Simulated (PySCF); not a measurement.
An unknown shows these calculated signals:

¹H NMR (400 MHz, computed): δ 6.87 (m, 1H), 6.68 (m, 1H), 6.46 (m, 1H), 1.31 (m, 3H), 1.12 (m, 9H).

¹³C{¹H} NMR (computed): δ 144.3 (CH2), 139.9 (CH), 36.5 (C), 24.8 (CH3), 13.7 (CH3).

- structure optimised with GFN2-xTB
- σ from GIAO-PBE0/pcSseg-1
- program: PySCF 2.14.0 with density-fitted response routines
- one computed conformer, averaged over atoms made equivalent by symmetry, fast rotation or ring inversion, gas phase, relativity neglected

δ = σ(ref) − σ, references computed at the same level: TMS for ¹H (σref 31.72) and ¹³C (σref 186.93).

Problem. Which of these does the molecule contain: an aldehyde, a tert-butyl group, a non-aromatic C=C double bond, an N-methyl group, a ketone, a vinyl group CH=CH2?

Solution. 
- An aldehyde: no.
- A tert-butyl group: yes (δC 24.8, 36.5; δH 1.12 (m)).
- A non-aromatic C=C double bond: yes.
- An N-methyl group: no.
- A ketone: no.
- A vinyl group CH=CH2: yes (δC 144.3, 139.9; δH 6.87 (m), 6.68 (m), 6.46 (m)).

The data belong to `C=C[P@@](C)(=O)C(C)(C)C`, C7H15OP; they needn't prove each group on their own.

Carbon signals by region: 2 in the sp2 and nitrile region (100–160 ppm), 3 below 50 ppm.

Splittings by ³¹P in the carbon and heteronuclear signals aren't shown, as no couplings were computed. Shifts are as computed. Against solution values, carbons near 30 ppm lie about +3 ppm off and those near 130 ppm about +5 ppm. Of 1211 compounds with measured shifts, 218 miss one by over three times the rms of a fit or turn the order of signals round; such compounds aren't used in these exercises. Multiplicities follow the n + 1 count of equivalent neighbours, as no J values were calculated; m marks all less simple cases, F and P coupling included.
